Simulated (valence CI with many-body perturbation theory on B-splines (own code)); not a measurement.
Values are calculated unless marked as measured or tabulated.
Level structure of Sn X

Level of theory: configuration interaction combined with many-body perturbation theory (CI+MBPT): five valence electrons over a frozen Dirac-Fock core [Kr], radial functions for each j: 7 s, 7 p, 8 d, 6 f, 4 g, 1 h, with the one-electron correlation potential Σ1 (screened to all orders), the two-electron term Σ2, the three-electron term Σ3, Breit, model QED; selected single and double excitations, second order for the rest, scaled by the run's own slope (own B-spline code, finite nucleus).

No measured spectrum was set against this ion. As an estimate, terms of the open shell hold to 2 to 4 % of their energy, and close levels can change places. Among the levels kept, up to 620 cm⁻¹ of a level comes from second order outside the variational space, and about a tenth of that is noise between levels of different J, which matters for small intervals. Only levels of the ground parity were solved; by the run's estimate the other parity begins above the list, which can be wrong where configurations are misplaced.

Levels 1 to 31 of 31, with energies above the lowest level, 4d⁵ ⁶S_5/2. "Leading %" is the weight of the configuration and term that name the level; weights of strongly mixed levels are sums over their largest components and can fall short, so below about 35 % the name and the second component can differ from the true leading terms, or belong to a minority configuration. In the jj column 3d3/2^4 stands for four electrons in 3d with j = 3/2.

| No. | Configuration | Term | J | E (cm⁻¹) | Leading % | Leading jj | Second component |
| --- | --- | --- | --- | --- | --- | --- | --- |
| 1 | 4d⁵ | ⁶S | 5/2 | 0.0 | 94 | 4d3/2^2 4d5/2^3 (38 %) | 5 % 4d⁵ ⁴P |
| 2 | 4d⁵ | ⁴G | 5/2 | 33013 | 56 | 4d3/2^4 4d5/2 (56 %) | 13 % 4d⁵ ²F |
| 3 | 4d⁵ | ⁴G | 7/2 | 35859 | 85 | 4d3/2^3 4d5/2^2 (64 %) | 6 % 4d⁵ ²F |
| 4 | 4d⁵ | ⁴G | 11/2 | 36543 | 91 | 4d3/2^3 4d5/2^2 (50 %) | 7 % 4d⁵ ²H |
| 5 | 4d⁵ | ⁴G | 9/2 | 37150 | 94 | 4d3/2^2 4d5/2^3 (57 %) |  |
| 6 | 4d⁵ | ⁴D | 5/2 | 37731 | 31 | 4d3/2^3 4d5/2^2 (41 %) | 30 % 4d⁵ ⁴P |
| 7 | 4d⁵ | ⁴D | 3/2 | 38836 | 48 | 4d3/2^3 4d5/2^2 (78 %) | 46 % 4d⁵ ⁴P |
| 8 | 4d⁵ | ⁴P | 1/2 | 41864 | 59 | 4d3/2^2 4d5/2^3 (51 %) | 38 % 4d⁵ ⁴D |
| 9 | 4d⁵ | ⁴D | 7/2 | 44221 | 84 | 4d3/2^2 4d5/2^3 (72 %) | 8 % 4d⁵ ⁴G |
| 10 | 4d⁵ | ⁴D | 5/2 | 48518 | 45 | 4d3/2^3 4d5/2^2 (44 %) | 26 % 4d⁵ ⁴P |
| 11 | 4d⁵ | ⁴D | 1/2 | 48631 | 61 | 4d3/2^2 4d5/2^3 (78 %) | 36 % 4d⁵ ⁴P |
| 12 | 4d⁵ | ⁴P | 3/2 | 50416 | 48 | 4d3/2^2 4d5/2^3 (58 %) | 45 % 4d⁵ ⁴D |
| 13 | 4d⁵ | ²I | 11/2 | 51801 | 83 | 4d3/2^2 4d5/2^3 (60 %) | 12 % 4d⁵ ²H |
| 14 | 4d⁵ | ²I | 13/2 | 54777 | 99 | 4d3/2^2 4d5/2^3 (99 %) |  |
| 15 | 4d⁵ | ⁴F | 7/2 | 57613 | 39 | 4d3/2^3 4d5/2^2 (71 %) | 39 % 4d⁵ ²F |
| 16 | 4d⁵ | ²F | 5/2 | 58086 | 30 | 4d3/2 4d5/2^4 (38 %) | 25 % 4d⁵ ²D |
| 17 | 4d⁵ | ⁴F | 3/2 | 58170 | 49 | 4d3/2^2 4d5/2^3 (63 %) | 45 % 4d⁵ ²D |
| 18 | 4d⁵ | ⁴F | 9/2 | 58255 | 44 | 4d3/2^3 4d5/2^2 (56 %) | 43 % 4d⁵ ²G |
| 19 | 4d⁵ | ⁴F | 5/2 | 62799 | 55 | 4d3/2^2 4d5/2^3 (65 %) | 28 % 4d⁵ ²F |
| 20 | 4d⁵ | ²H | 9/2 | 65536 | 51 | 4d3/2^2 4d5/2^3 (93 %) | 38 % 4d⁵ ⁴F |
| 21 | 4d⁵ | ²G | 7/2 | 66517 | 37 | 4d3/2^2 4d5/2^3 (53 %) | 29 % 4d⁵ ²F |
| 22 | 4d⁵ | ²D | 3/2 | 67824 | 50 | 4d3/2 4d5/2^4 (56 %) | 45 % 4d⁵ ⁴F |
| 23 | 4d⁵ | ²F | 7/2 | 69285 | 51 | 4d3/2 4d5/2^4 (50 %) | 39 % 4d⁵ ²G |
| 24 | 4d⁵ | ²F | 5/2 | 70558 | 68 | 4d3/2^2 4d5/2^3 (59 %) | 16 % 4d⁵ ²D |
| 25 | 4d⁵ | ²H | 11/2 | 72793 | 80 | 4d3/2 4d5/2^4 (86 %) | 15 % 4d⁵ ²I |
| 26 | 4d⁵ | ²F | 7/2 | 74082 | 67 | 4d3/2 4d5/2^4 (48 %) | 24 % 4d⁵ ⁴F |
| 27 | 4d⁵ | ²G | 9/2 | 74417 | 47 | 4d3/2 4d5/2^4 (70 %) | 37 % 4d⁵ ²H |
| 28 | 4d⁵ | ²S | 1/2 | 77892 | 91 | 4d3/2^3 4d5/2^2 (37 %) |  |
| 29 | 4d⁵ | ²F | 5/2 | 78140 | 45 | 4d5/2^5 (56 %) | 40 % 4d⁵ ²D |
| 30 | 4d⁵ | ²D | 3/2 | 87538 | 96 | 4d3/2 4d5/2^4 (35 %) |  |
| 31 | 4d⁵ | ²D | 5/2 | 90771 | 84 | 4d3/2 4d5/2^4 (44 %) | 11 % 4d⁵ ²F |

Names give the largest LS component (configuration and term), which can be under half, so a name can repeat, a term be missing and a line seem to break the LS rules; names also repeat where a configuration has a term twice.

Where two levels of one J and parity lie close, their mixing, g and order are uncertain.

The ionisation energy to 4d⁴ ⁵D0 of the next ion comes out as 184.7 eV (NIST: 184 ± 2.2 eV (theoretical)). All 31 levels together are meant to be complete up to 94277 cm⁻¹.
